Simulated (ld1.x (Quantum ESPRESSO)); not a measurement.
# Transferability test, TM potential for argon

```json
{
  "Element": "Ar (Z = 18)",
  "Generator": "ld1.x (Quantum ESPRESSO) 7.5",
  "Type": "norm-conserving Troullier–Martins (Kleinman–Bylander form)",
  "Functional": "PBE",
  "Relativity": "scalar-relativistic",
  "Frozen core": "[Ne]",
  "Valence charge": "8",
  "Reference configuration": "3s2 3p6",
  "Partial waves": "3s (bound): rc 1.10 bohr; 3p (bound): rc 1.35 bohr",
  "Local potential": "all-electron potential smoothed inside 1.10 bohr (lloc = -1)",
  "Core correction": "none"
}
```

Energies are relative to the spin-unpolarised reference configuration 3s2 3p6; without spin polarisation the order of configurations can differ from experiment. The frozen-core shift is the all-electron ΔE with the core orbitals held at their reference shape minus the fully relaxed ΔE.

```csv
valence configuration,charge,ΔE all-electron (eV),error AE − PS (meV),frozen-core shift (meV)
3s2 3p5,+1,16.058,+3.9,+1.3
3s2 3p4,+2,44.717,+30,+7.9
3s2 3p3,+3,87.301,+106,+29
3s2 3p5.5,+0.5,6.547,+0.3,+0.4
3s1 3p6,+1,30.673,+5.4,+1.6
```

(1) What are ΔE and the potential's error for 3s2 3p2?

Levels in the configuration 3s1 3p6:

| level | all-electron (eV) | pseudo (eV) |
| --- | --- | --- |
| 3s | -37.321 | -37.305 |
| 3p | -22.668 | -22.653 |

Answers

(1) ΔE = 144.936 eV all-electron; the error (AE − PS) is +269 meV.
